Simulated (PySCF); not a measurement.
## Ag (silver, neutral): UHF calculation

Configuration: [Kr] 4d10 5s1, 2S determinant. Computed with PySCF 2.14 in aug-cc-pwCVQZ-PP with ECP28MDF (9s9p8d5f4g3h, 180 functions), with a scalar-relativistic core potential.

```json
{
 "Total energy": "-146.055765 hartree",
 "One-electron energy": "-261.2251 hartree",
 "Hartree (Coulomb) energy": "128.5039 hartree",
 "Exchange energy": "-13.3345 hartree",
 "⟨S²⟩": "0.7519",
 "⟨L²⟩": "0.000",
 "Sum of ⟨r⟩": "25.45 bohr",
 "Sum of ⟨r²⟩": "46.40 bohr²",
 "Time after the integrals": "6 s of wall time on 2 threads of Neoverse-V2 (shared host)"
}
```

| shell | electrons | mean orbital energy (hartree) | rms radius, mean of both spins (bohr) |
| --- | --- | --- | --- |
| 4s α | 1 | -4.35846 | 0.984 |
| 4s β | 1 | -4.35791 | 0.984 |
| 4p β | 3 | -2.80919 | 1.08 |
| 4p α | 3 | -2.80512 | 1.08 |
| 4d α | 5 | -0.51005 | 1.54 |
| 4d β | 5 | -0.50762 | 1.54 |
| 5s α | 1 | -0.23862 | 3.72 |

Energies and moments cover only the electrons outside the core potential.
